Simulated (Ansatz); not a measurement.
Frontier orbitals of GaH$_{10}$NOSi$_{2}$Sn, SMILES `[NH2][Sn@@H]([GaH2])[Si@H](O)[SiH3]`.

```xyz
16

N    -0.657   -1.906    0.974
Sn   -0.097   -1.122   -0.838
Ga   -2.296   -0.608   -2.162
Si    1.310    0.931   -0.153
O     2.864    0.538    0.282
Si    0.273    1.892    1.707
H     0.131   -2.223    1.525
H    -1.292   -2.690    0.886
H     0.907   -2.231   -1.714
H    -2.237    0.159   -3.534
H    -3.695   -1.045   -1.592
H     1.310    1.897   -1.295
H     3.409    0.109   -0.380
H     0.910    3.180    2.097
H    -1.144    2.158    1.332
H     0.304    0.962    2.864
```

Charge 0, multiplicity 1. Correlated methods include outer-core shells of Ga, Sn, which these sets cover unevenly. Scalar relativity is left out up to krypton. Sn takes the def2 core potential. Geometry: relaxed with PBE0-D4/def2-TZVP. It is one conformer, not always the lowest. Basis def2-TZVPP, the Gaussian-basis code of Ansatz.

Orbital energies of one run (eV). Highest occupied ones, from the top: -6.97, -7.23, -7.97, -8.54, -8.92, -9.89, -10.00, -10.22, -10.53, -10.95, -12.28, -12.91, -13.22, -14.47. Empty: -2.13, -0.53, -0.47, 0.15, 0.76, 1.18.

Question: Which functional gave them?
A. B97M-V
B. r2SCAN0
C. LDA (SPW92)
D. ωB97M-V

Answer: B. HOMO energies: r2SCAN0 -6.97, ωB97M-V -8.73, LDA (SPW92) -5.74, B97M-V -6.05 eV.
